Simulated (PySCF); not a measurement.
Below is a simulated gas-phase Si 2p photoelectron spectrum of `O=C(O)[SiH2][NH][GeH3]`.

Every computed line was given a Gaussian of 1.0 eV full width at half maximum and an area set by the number of equivalent atoms (split 2:1 within a doublet); the highest printed point is 100. Method used: delta-SCF UKS SCAN, pcX-2 on the ionised atom, pcseg-1 elsewhere, spin-free X2C in PySCF 2.14.0.

| binding energy (eV) | intensity |
| --- | --- |
| 105.7 | 0 |
| 105.8 | 1 |
| 105.9 | 1 |
| 106.0 | 2 |
| 106.1 | 4 |
| 106.2 | 7 |
| 106.3 | 11 |
| 106.4 | 18 |
| 106.5 | 26 |
| 106.6 | 37 |
| 106.7 | 49 |
| 106.8 | 62 |
| 106.9 | 75 |
| 107.0 | 86 |
| 107.1 | 94 |
| 107.2 | 99 |
| 107.3 | 100 |
| 107.4 | 98 |
| 107.5 | 93 |
| 107.6 | 85 |
| 107.7 | 77 |
| 107.8 | 67 |
| 107.9 | 57 |
| 108.0 | 47 |
| 108.1 | 38 |
| 108.2 | 29 |
| 108.3 | 21 |
| 108.4 | 15 |
| 108.5 | 10 |
| 108.6 | 6 |
| 108.7 | 4 |
| 108.8 | 2 |
| 108.9 | 1 |
| 109.0 | 1 |
| 109.1 | 0 |
| 109.2 | 0 |

Problem. How many maxima does the curve show, and how many computed lines lie under it?

Solution. The curve has 1 maximum (at 107.3 eV). Under it lie 2 lines from 1 inequivalent silicon site, drawn as a 2p3/2, 2p1/2 pair. At this width some lines have no maximum of their own.

Problem. Decompose the envelope and assign each component. Numbering: `[O:1]=[C:2]([OH:3])[SiH2:4][NH:5][GeH3:6]`.

Solution. 
```csv
position (eV),relative area,line,atoms,environment
107.15,0.67,Si 2p3/2,Si4,SiH2 silicon
107.77,0.33,Si 2p1/2,Si4,SiH2 silicon
```

Problem. What are the centre and the root-mean-square width of the whole band?

Solution. The area-weighted mean of the lines is 107.36 eV. Their own spread about it is 0.29 eV (rms) and each Gaussian has σ = 1.0/2.355 = 0.42 eV; the variances add, which gives 0.52 eV.

The curve has no shake-up lines and no vibrational structure. The 2p values add to the ΔSCF energy of one spin-free hole a correction within the shell (spin–orbit coupling, ligand field). 2p1/2 minus 2p3/2 (ligand field included): Si 0.62 eV. The structure is a single PBE0-D3(BJ)/def2-SVP conformer in the gas phase; no vibrational or solvent corrections.

Time: 40 s wall; peak memory 0.64 GiB. Hardware: an Arm Neoverse V2 with one thread, no GPU, shared host.

Shape of the structure used: `[O:1]=[C:2]([OH:3])[SiH2:4][NH:5][GeH3:6]`: O1–C2–Si4–N5 2°, C2–Si4–N5–Ge6 -1°, H–O3–C2–O1 0°.
